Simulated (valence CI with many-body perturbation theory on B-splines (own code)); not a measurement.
# Dy XXXV: one-electron terms

Computed by configuration interaction combined with many-body perturbation theory (CI+MBPT): four valence electrons over a frozen Dirac-Fock core [Ar] 3d10, radial functions for each j: 11 s, 11 p, 10 d, 8 f, 5 g, 2 h, with the one-electron correlation potential Σ1, the two-electron term Σ2, the three-electron term Σ3, Breit, model QED; selected CI, second order for the rest, scaled by the run's own slope (own B-spline code, finite nucleus).

No measured spectrum was set against this ion. As an estimate, large intervals hold to a few tenths of a per cent, small ones and those within an open d or f shell to about a per cent. Among the levels kept, up to 400 cm⁻¹ of a level comes from second order outside the variational space, and about a tenth of that is noise between levels of different J, which matters for small intervals.

These are the spectroscopic orbitals of the CI (the correlating ones are not listed), shaped by the core and the other valence electrons. h is the expectation value of the core's Dirac-Fock operator, without the valence repulsion; Σ1 is computed up to l = 3 at one energy for each symmetry, that of its lowest orbital but kept below the first core excitation, so for empty shells it is not the orbital's own correlation shift; Breit and QED include the response of the core.

| Orbital | h (hartree) | Σ1 (cm⁻¹) | Breit (cm⁻¹) | QED (cm⁻¹) | ⟨r⟩ (bohr) |
| --- | --- | --- | --- | --- | --- |
| 4s1/2 | -62.148 | -13643 | 8440 | 6355 | 0.4721 |
| 5s1/2 | -36.952 | -4884 | 3725 | 2856 | 0.7986 |
| 6s1/2 | -24.512 | -2351 | 1928 | 1505 | 1.214 |
| 7s1/2 | -17.453 | -1335 | 1141 | 894 | 1.713 |
| 8s1/2 | -13.058 | -836 | 731 | 574 | 2.297 |
| 9s1/2 | -10.137 | -559 | 497 | 391 | 2.967 |
| 4p1/2 | -59.24 | -14270 | 13188 | 52.3 | 0.4711 |
| 5p1/2 | -35.545 | -5169 | 5870 | 28.2 | 0.8081 |
| 6p1/2 | -23.737 | -2541 | 3116 | 16.3 | 1.231 |
| 7p1/2 | -16.98 | -1458 | 1863 | 10.2 | 1.738 |
| 8p1/2 | -12.75 | -920 | 1203 | 6.7 | 2.332 |
| 9p1/2 | -9.925 | -619 | 822 | 4.7 | 3.010 |
| 4p3/2 | -57.198 | -12681 | 8005 | 656 | 0.4894 |
| 5p3/2 | -34.597 | -4776 | 3587 | 300 | 0.8315 |
| 6p3/2 | -23.219 | -2388 | 2052 | 162 | 1.259 |
| 7p3/2 | -16.666 | -1383 | 1232 | 98.1 | 1.772 |
| 8p3/2 | -12.545 | -877 | 798 | 63.7 | 2.370 |
| 9p3/2 | -9.7844 | -593 | 546 | 43.7 | 3.054 |
| 4d3/2 | -52.595 | -14078 | 5702 | -334 | 0.4804 |
| 5d3/2 | -32.416 | -5276 | 2623 | -147 | 0.8388 |
| 6d3/2 | -22.017 | -2668 | 1435 | -78.8 | 1.280 |
| 7d3/2 | -15.934 | -1557 | 872 | -47.4 | 1.807 |
| 8d3/2 | -12.066 | -993 | 570 | -30.7 | 2.420 |
| 4d5/2 | -52.159 | -13486 | 3503 | -93.2 | 0.4854 |
| 5d5/2 | -32.207 | -5063 | 1555 | -35.9 | 0.8449 |
| 6d5/2 | -21.9 | -2562 | 850 | -17.9 | 1.288 |
| 7d5/2 | -15.862 | -1496 | 512 | -10.2 | 1.816 |
| 8d5/2 | -12.019 | -955 | 333 | -6.4 | 2.430 |
| 4f5/2 | -47.241 | -13455 | 2018 | -184 | 0.4507 |
| 5f5/2 | -30.029 | -4378 | 898 | -88.8 | 0.8282 |
| 6f5/2 | -20.722 | -2163 | 478 | -49.8 | 1.286 |
| 7f5/2 | -15.149 | -1261 | 287 | -30.7 | 1.830 |
| 4f7/2 | -47.142 | -13032 | 699 | -105 | 0.4525 |
| 5f7/2 | -29.971 | -4239 | 318 | -48.5 | 0.8304 |
| 6f7/2 | -20.687 | -2098 | 174 | -26.6 | 1.289 |
| 7f7/2 | -15.126 | -1225 | 106 | -16.2 | 1.833 |
| 5g7/2 | -28.92 |  | 65.0 | -16.9 | 0.7636 |
| 6g7/2 | -20.091 |  | 55.4 | -11.9 | 1.230 |
| 7g7/2 | -14.756 |  | 40.1 | -8.2 | 1.782 |
| 5g9/2 | -28.898 |  | -18.0 | -0.1 | 0.7646 |
| 6g9/2 | -20.078 |  | -14.6 | -2.1 | 1.231 |
| 7g9/2 | -14.748 |  | -10.9 | -2.0 | 1.783 |
| 6h9/2 | -19.965 |  |  |  | 1.108 |
| 6h11/2 | -19.957 |  |  |  | 1.109 |

Among the shells of the start configuration 4s2 4p2, Σ1 is largest in size for 4p1/2, where it is 0.11 % of h.

Lowest root of each symmetry, sizes in configuration state functions:

```
J  Parity  Roots  Reference  Variational  Second order  Change by selected CI (cm⁻¹)  Change by second order (cm⁻¹)
0    even     12         43        21211         77419                         -4648                             -1
1    even     18         88        31999        234217                         -4041                            -25
2    even     27        127        32000        379906                         -4628                            -89
3    even     19        108        31993        440031                         -5124                           -112
4    even     13         91        32000        453877                         -4359                           -129
5    even      4         52        31996        355916                         -4794                            -29
0     odd     10         44        25095         71616                         -5769                             -1
1     odd     22        118        31998        264414                         -5323                            -39
2     odd     30        151        31994        415402                         -4172                            -94
3     odd     25        143        31996        511385                         -3819                           -171
4     odd     16        109        31996        479041                         -5868                           -167
5     odd      7         67        32000        399430                         -6897                           -110
6     odd      2         32        23974        258178                         -9132                            -37
```
